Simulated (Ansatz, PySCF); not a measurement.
Gas-phase reaction 2 R1 → P1 + P2, each structure at its B3LYP-D3(BJ)/def2-SVP stationary point, reached from a drawn start (curvature not checked).
R1: H4O4Ti (SMILES [OH][Ti]([OH])([OH])[OH]), charge 0, multiplicity 1.
P1: H6O7Ti2 (SMILES [OH][Ti]([OH])([OH])[O][Ti]([OH])([OH])[OH]), charge 0, multiplicity 1.
P2, H2O (SMILES O) (charge 0, multiplicity 1):
```xyz
3

O      0.0000     0.0000     0.4007
H      0.0000     0.7570    -0.2004
H      0.0000    -0.7570    -0.2004
```

P less R. No zero-point or thermal terms; no spin–orbit coupling. One arrangement of each flexible species, with no search for the lowest.

Cores are frozen in the correlated methods.

Codes used: Ansatz (Gaussian orbitals); PySCF for M06-2X and the D3/D4 terms. Each number belongs to the level named beside it.

```
level                     reaction energy (eV)
------------------------  --------------------
SVWN5/def2-TZVPP                        -0.436
PBE/def2-TZVPP                          -0.257
PBE-D4/def2-TZVPP                       -0.376
r2SCAN-D3(BJ)/def2-TZVPP                -0.395
r2SCAN-D4/def2-TZVPP                    -0.396
PBE0-D3(BJ)/def2-TZVPP                  -0.363
M06-2X/def2-TZVPP                       -0.366
wB97X-V/def2-TZVPP                           …
MP2/def2-SVP                                 …
```

Task: Fill in the missing entries.

Result: 
- wB97X-V/def2-TZVPP, reaction energy (eV): -0.321
- MP2/def2-SVP, reaction energy (eV): -0.655

Ansatz is a program for electronic structure.
